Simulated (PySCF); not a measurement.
Members of one series of related molecules.

All values: PBE0/pcSseg-1 (PySCF) at GFN2-xTB geometries, gas phase, one conformer each.

Question: Rank by LUMO energy, lowest first.
A. `C=CN1N=C(C)C(F)=N1`
B. `C=Cn1nc(C)c(SC)n1`
C. `c1(C)nn(nc1C)C=C`

Answer: A (-1.21 eV), B (-0.95 eV), C (-0.82 eV).

All values together:

```tsv
SMILES	change	formula	μ (D)	HOMO (eV)	LUMO (eV)	lowest IAO charge (e)	highest IAO charge (e)	lowest Hirshfeld charge (e)	highest Hirshfeld charge (e)
C=Cn1nc(C)c(C)n1	parent	C6H9N3	1.36	-6.59	-0.82	-0.437 (C)	+0.178 (H)	-0.137 (N)	+0.089 (N)
C=Cn1nc(C)c(F)n1	CH3 replaced by F	C5H6FN3	1.33	-6.95	-1.21	-0.438 (C)	+0.339 (C)	-0.139 (N)	+0.105 (C)
C=Cn1nc(C)c(C2CC2)n1	CH3 replaced by cPr	C8H11N3	1.36	-6.44	-0.89	-0.437 (C)	+0.178 (H)	-0.136 (N)	+0.090 (N)
C=Cn1nc(C)c(SC)n1	CH3 replaced by SCH3	C6H9N3S	0.83	-6.15	-0.95	-0.498 (C)	+0.179 (H)	-0.130 (N)	+0.089 (N)
```

Conformers: `[CH2:1]=[CH:2][n:3]1[n:4][c:5]([CH3:6])[c:7]([CH3:8])[n:9]1` with C1–C2–N3–N4 180°; `[CH2:1]=[CH:2][n:3]1[n:4][c:5]([CH3:6])[c:7]([F:8])[n:9]1` with C1–C2–N3–N4 180°; `[CH2:1]=[CH:2][n:3]1[n:4][c:5]([CH3:6])[c:7]([CH:8]2[CH2:9][CH2:10]2)[n:11]1` with C1–C2–N3–N4 178°, C5–C7–C8–C9 -145°; `[CH2:1]=[CH:2][n:3]1[n:4][c:5]([CH3:6])[c:7]([S:8][CH3:9])[n:10]1` with C1–C2–N3–N4 180°, C5–C7–S8–C9 180°.

Give the shifts from the parent, `C=Cn1nc(C)c(C)n1`.

| SMILES | change in μ (D) | change in HOMO (eV) | change in LUMO (eV) |
| --- | --- | --- | --- |
| C=Cn1nc(C)c(F)n1 | -0.03 | -0.36 | -0.39 |
| C=Cn1nc(C)c(C2CC2)n1 | 0.00 | +0.15 | -0.07 |
| C=Cn1nc(C)c(SC)n1 | -0.53 | +0.44 | -0.13 |
